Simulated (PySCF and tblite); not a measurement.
C7H9FO, numbered as in [CH3:1][C@@H:2]1[CH2:3][CH:4]=[C:5]([F:6])[C:7](=[O:8])[CH2:9]1.

Level: PBE0-D3(BJ)/pcSseg-1//GFN2-xTB, thermal terms from GFN2-xTB, symmetry numbers and mirror pairs counted. Conformers within 2 kcal/mol (GFN2-xTB free energy) were kept, 5 at most. Couplings: B3LYP/6-31G* with pcJ-1 on H, F (gas phase; spin-dipole term only for pairs with B, N, F, Si or P). Couplings are for ¹⁹F, ¹H. H–H couplings come out 0.1 to 0.9 Hz lower than with pcJ-1 on all atoms. Of two unlike H on one atom, a is the less shielded (PBE0/pcSseg-1). Programs: PySCF with density fitting and tblite.

The 6-ring runs over atoms 2–3–4–5–7–9.

```json
{"conformer": "1", "shape": "6-ring envelope (ring torsions 22, 2, 5, -36, 59, -51°)", "weight %": "80.9"}
{"conformer": "2", "shape": "6-ring envelope (ring torsions -21, -1, -6, 36, -58, 49°)", "weight %": "19.1"}
```

Problem. Give the couplings in each conformer and the averages at 298.15 K (pairs that fast motion interchanges averaged).

Solution. 
| coupling | pairs | 1 | 2 | average (Hz) |
| --- | --- | --- | --- | --- |
| ³J(H4,F6) | 1 | 12.3 | 12.7 | 12.4 |
| ²J(H1,H1) | 3 | -13.9 | -14.0 | -13.9 |
| ³J(H1,H2) | 3 | 6.6 | 7.3 | 6.7 |
| ³J(H2,H3b) | 1 | 10.5 | 1.9 | 8.8 |
| ³J(H2,H3a) | 1 | 4.2 | 5.8 | 4.5 |
| ³J(H2,H9a) | 1 | 3.4 | 4.9 | 3.6 |
| ³J(H2,H9b) | 1 | 13.7 | 3.2 | 11.7 |
| ²J(H3b,H3a) | 1 | -19.3 | -19.9 | -19.4 |
| ³J(H3b,H4) | 1 | 3.1 | 8.2 | 4.1 |
| ³J(H3a,H4) | 1 | 8.2 | 3.3 | 7.3 |
| ²J(H9a,H9b) | 1 | -16.8 | -16.9 | -16.9 |

Computed couplings to fluorine can be off by tens of per cent at such levels.


Conformer gaps in pcSseg-1 on xTB geometries can be 2 kcal/mol off for S=O, P=O and other polar bonds.